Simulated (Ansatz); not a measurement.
Consider the ligand exchange at the Si–O bond: `N[SiH](O)S` + NH₃ → `N[SiH](N)S` + H₂O.

Gas-phase electronic energies from Ansatz, PBE0-D4/def2-TZVP geometries. CBS: MP2 limit from def2 TZ/QZ plus the TZ coupled-cluster correction, frozen cores. This one scheme is used for every species. Functionals use def2-TZVPP. B3LYP here is the variant with VWN-RPA as its local correlation; programs differ in this. HSE06 is defined as in plane-wave codes. Each species was taken in one conformer, which may not be the lowest.

Task: Is it downhill or uphill in electronic energy at CCSD(T)/CBS, and by how much? (Best estimate.)

Result: Computed: Uphill: ΔE = +0.41 eV.

Task: What do these levels give: B97M-V, PBE0-D4, B3LYP-D4, HSE06-D4, CAM-B3LYP-D4, CAM-B3LYP, LC-ωPBE, RPA@PBE/def2-TZVPP, MP2/def2-TZVPP, MP2/def2-QZVPP, SCS-MP2/def2-QZVPP, CCSD/CBS(def2)? (An estimate is asked.)

Result: Ansatz gave: B97M-V 0.48, PBE0-D4 0.40, B3LYP-D4 0.44, HSE06-D4 0.40, CAM-B3LYP-D4 0.45, CAM-B3LYP 0.47, LC-ωPBE 0.43, RPA@PBE/def2-TZVPP 0.44, MP2/def2-TZVPP 0.42, MP2/def2-QZVPP 0.40, SCS-MP2/def2-QZVPP 0.43, CCSD/CBS(def2) 0.41 eV.

Task: What do rigid-rotor, harmonic-oscillator terms from PBE0-D4/def2-TZVP frequencies (298.15 K, 1 bar) make of the CCSD(T)/CBS value? (An estimate is asked.)

Result: Ansatz gave: ΔZPE = -0.01 eV, ΔH = +0.40 eV, ΔS = -4 J/(mol·K), ΔG = +0.41 eV.

Largest T1 diagnostic among the species: 0.011.

In def2-TZVPP, CCSD(T) changes the Hartree–Fock value by −0.07 eV (the triples alone add −0.01 eV) and MP2 by −0.09 eV. Leaving LDA and LC-ωPBE aside and taking each functional with its dispersion term where it has one, the values, not all of them listed here, spread over 0.09 eV, from revPBE-D4 to B97M-V. LDA lies −0.03 eV from PBE without D4. The D4 term adds −0.03 eV with B3LYP and −0.02 eV with PBE0; it sums over pairs of atoms, weighted by their polarisabilities, and B3LYP, whose exchange is more repulsive, gets the larger term.
